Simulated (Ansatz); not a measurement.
Calculated with Ansatz (gas phase, PBE0-D4/def2-TZVP geometries, no zero-point term in ΔE). CCSD(T)/CBS adds triple-zeta CCSD(T) − MP2 to the extrapolated MP2 energy (def2 sets, frozen cores). DFT in def2-TZVPP. Each species was taken in one conformer, which may not be the lowest.

Reaction (substitution at a C–Al bond): `C[CH2][Al]([CH3])[OH]` + `C[Si](O)(F)Cl` → `CCO[Si](C)(F)Cl` + `[CH3][AlH][OH]`

`C[CH2][Al]([CH3])[OH]`:

Cartesian coordinates in Å:
```
C 0.267 -0.502 1.867
C 0.969 -0.739 0.529
Al 0.121 0.108 -1.026
C -1.519 1.153 -0.933
O 0.822 -0.054 -2.572
H 0.215 0.562 2.114
H -0.763 -0.871 1.855
H 0.777 -1.000 2.697
H 1.046 -1.816 0.331
H 2.010 -0.395 0.584
H -2.353 0.550 -0.561
H -1.802 1.552 -1.910
H -1.416 1.996 -0.241
H 1.626 -0.545 -2.734
```

`C[Si](O)(F)Cl`:

Cartesian coordinates in Å:
```
C 0.059 -0.232 -1.251
Si 0.216 0.066 0.552
O -1.107 0.839 1.087
F 1.513 0.937 0.855
Cl 0.482 -1.676 1.598
H -0.804 -0.868 -1.458
H 0.954 -0.722 -1.637
H -0.074 0.716 -1.776
H -1.239 0.941 2.031
```

`CCO[Si](C)(F)Cl`:

Z-matrix (Å, degrees):
```
C
C 1 1.508
H 1 1.093 2 110.2
H 1 1.092 2 110.7 3 -119.9
H 1 1.092 2 110.5 3 119.9
O 2 1.423 1 110.2 3 -177.1
H 2 1.093 1 110.9 3 -58.6
H 2 1.096 1 110.4 3 60.6
Si 6 1.614 2 127.1 1 -117.0
C 9 1.835 6 109.9 2 172.0
F 9 1.593 6 110.1 2 -66.4
Cl 9 2.053 6 109.9 2 48.5
H 10 1.091 9 110.4 6 -61.4
H 10 1.092 9 110.0 6 58.4
H 10 1.092 9 110.5 6 178.4
```

`[CH3][AlH][OH]`:

Z-matrix (Å, degrees):
```
C
Al 1 1.941
H 1 1.092 2 111.9
H 1 1.095 2 111.0 3 120.7
H 1 1.095 2 111.2 3 -121.1
O 2 1.701 1 117.6 3 -3.3
H 2 1.589 1 124.2 3 176.8
H 6 0.956 2 122.5 1 -179.8
```

```json
{"level": "PBE0-D4", "ΔE (kJ/mol)": "65.7"}
{"level": "CCSD/CBS(def2)", "ΔE (kJ/mol)": "65.7"}
```

Q: What does CCSD(T)/CBS give? (An estimate is asked.)

A: Computed: +66.6 kJ/mol. The listed levels differ from it by -0.9, -0.9 kJ/mol.

Largest T1 diagnostic among the species: 0.011.

In def2-TZVPP, CCSD(T) changes the Hartree–Fock value by +14.9 kJ/mol (the triples alone add +0.9 kJ/mol) and MP2 by +21.1 kJ/mol. The D4 term adds −3.2 kJ/mol with B3LYP and −1.9 kJ/mol with PBE0; it sums over pairs of atoms, weighted by their polarisabilities, and B3LYP, whose exchange is more repulsive, gets the larger term.

B3LYP here is the variant with VWN-RPA as its local correlation; programs differ in this.
